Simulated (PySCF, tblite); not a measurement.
Compound: C5H8F3P.
Geometry (GFN2-xTB, Å), atoms numbered from 1 in this order:
```xyz
17
C5H8F3P angstrom
C      2.180    0.549   -0.908
C      1.418    0.138    0.345
P     -0.057   -0.915   -0.063
C     -0.754   -1.074    1.646
C     -1.183    0.438   -0.626
F     -0.800    1.727   -0.547
C     -2.362    0.145   -1.159
F     -2.781   -1.112   -1.255
F     -3.278    0.984   -1.621
H      2.472   -0.328   -1.483
H      3.078    1.102   -0.641
H      1.566    1.184   -1.542
H      1.104    1.018    0.913
H      2.057   -0.475    0.988
H     -0.121   -1.758    2.207
H     -0.794   -0.112    2.154
H     -1.753   -1.500    1.581
```

Jobs on this species (17 atoms, 80 electrons) with PySCF (density fitting) and tblite. Hardware of each: Arm Neoverse V2, one thread, shared host. Other jobs ran on the host; a repeat could differ by tens of per cent or more.

```
level and settings                                     work  basis functions  SCF cycles  wall time
          GFN2-xTB                        L-BFGS relaxation                –           –     0.58 s
     PBE0/pcSseg-1  shieldings, charges and field gradients              200           ?          ?
          GFN2-xTB            Hessian by finite differences                –           –      0.5 s
```

Fill in the missing figures.

- PBE0/pcSseg-1; shieldings, charges and field gradients: 26 s, 14 SCF cycles

What do all jobs in the table cost together?

About 27 s; the longest takes about 96 % of that, and about 52 times as long as the shortest.
